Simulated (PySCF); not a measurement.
C4H8F3NO.
Structure used (GFN2-xTB), in Å, numbered top down from 1:
```xyz
17
C4H8F3NO angstrom
N     -2.1639    0.4215    0.9504
C     -1.9084    0.3998   -0.4805
C     -0.6632   -0.4357   -0.7775
C      0.5438    0.1352   -0.0510
O      1.6670   -0.7400   -0.3005
C      2.7907   -0.3809    0.2728
F      3.7490   -1.2527   -0.0195
F      3.2403    0.8329   -0.1107
F      2.7244   -0.3115    1.6183
H     -2.3867   -0.5113    1.2820
H     -2.9517    1.0223    1.1624
H     -1.7388    1.4318   -0.7997
H     -2.7483   -0.0043   -1.0694
H     -0.4724   -0.4513   -1.8501
H     -0.8156   -1.4623   -0.4425
H      0.3440    0.1802    1.0234
H      0.7828    1.1384   -0.4178
```

Computed at PBE0/pcSseg-1 (PySCF, non-relativistic), with Q(14N) = 0.02044 b, Q(17O) = −0.0256 b: N1, 14N (I = 1): χzz = -5.556 MHz, η = 0.124; O5, 17O (I = 5/2): χzz = -11.32 MHz, η = 0.899.

Problem. Where would the pure quadrupole (NQR) lines of 14N at N1 fall for the rigid, isolated species?

Solution. From ν± = (3/4)|χ|(1 ± η/3) and ν0 = |χ|η/2: ν+ 4.338 MHz, ν− 3.995 MHz, ν0 0.343 MHz (primary amine nitrogen).

Problem. Where would the pure quadrupole (NQR) lines of 17O at O5 fall for the rigid, isolated species?

Solution. From the eigenvalues of H = χ/[4I(2I − 1)] × [3Iz² − I(I + 1) + η(Ix² − Iy²)], steps between neighbouring levels, labelled as for η = 0: ±1/2↔±3/2 2.799 MHz, ±3/2↔±5/2 3.044 MHz (ether oxygen).

In a crystal, neighbours and librations shift these lines. GFN2-xTB bond lengths can be off by several hundredths of an ångström, more for odd bonds, and the gradients follow them. With so small a basis the couplings can be 20 % off.

One conformer stands for the species.
